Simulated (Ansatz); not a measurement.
`[CH3][Nb]([NH2])([F])=[S]` + HCl → `[NH2][Nb]([F])(=[S])[Cl]` + CH₄  (ligand exchange at the Nb–C bond)

Isolated molecules relaxed with PBE0-D4/def2-TZVP in Ansatz; ΔE leaves out vibrations. CCSD(T)/CBS is the MP2 limit (def2-TZVPP, def2-QZVPP) plus CCSD(T) − MP2 in def2-TZVPP, frozen cores. This one scheme is used for every species. DFT in def2-TZVPP. B3LYP here is the variant with VWN-RPA as its local correlation; programs differ in this. HSE06 is defined as in plane-wave codes. Elements past krypton have def2 core potentials. For Nb outer-core shells are correlated without core-valence functions, which leaves a few kJ/mol of doubt a bond. One conformer a species, not always the lowest.

```tsv
level	ΔE (kJ/mol)
revPBE-D4	-179.3
BLYP-D4	-183.5
r2SCANh-D4	-184.4
HSE06-D4	-179.0
BHLYP-D4	-183.9
B3LYP	-183.6
HSE06	-179.5
HF/CBS(def2)	-183.3
```

(1) What does CCSD(T)/CBS give? (Best estimate.)

Largest T1 diagnostic among the species: 0.023, so the coupled-cluster value is less sure than usual.

Results:

(1) Computed: -175.9 kJ/mol. The listed levels differ from it by -3.4, -7.6, -8.5, -3.1, -8.0, -7.7, -3.6, -7.4 kJ/mol.

Leaving LDA and LC-ωPBE aside and taking each functional with its dispersion term where it has one, the values, not all of them listed here, spread over 12.8 kJ/mol, from B97M-V to ωB97M-V. LDA lies +3.8 kJ/mol from PBE without D4. At CCSD(T), def2-SVP lies −9.3 kJ/mol from the extrapolated value and def2-TZVPP +0.8 kJ/mol.

CCSD(T)/CBS has its own doubt, a few kJ/mol and more with outer-core shells, so smaller differences from it don't rank the levels.
